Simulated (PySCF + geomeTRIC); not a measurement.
Species: C$_{4}$H$_{7}$BSi, SMILES `B[SiH]1C=CC=C1` (charge 0, multiplicity 1).

Give a relaxed geometry from PySCF + geomeTRIC with r2SCAN-D4/def2-TZVP.

One answer among several that fit: the end point of this relaxation, one of several conformers (outside a Z-matrix the atoms follow the SMILES, hydrogens last).
Z-matrix (Å, degrees):
```
C
C 1 1.3645
H 1 1.0824 2 121.93
H 2 1.0883 1 122.94 3 1.31
C 2 1.4562 4 119.80 1 -179.76
C 5 1.3570 2 116.82 4 -178.96
H 6 1.0828 5 121.81 2 177.00
H 5 1.0874 6 123.39 7 -1.03
Si 6 1.8545 7 130.95 5 169.73
H 9 1.4830 6 119.94 7 54.51
B 9 1.9730 10 123.80 6 149.92
H 11 1.1933 9 118.26 10 -158.35
H 11 1.1959 12 119.98 9 172.21
```
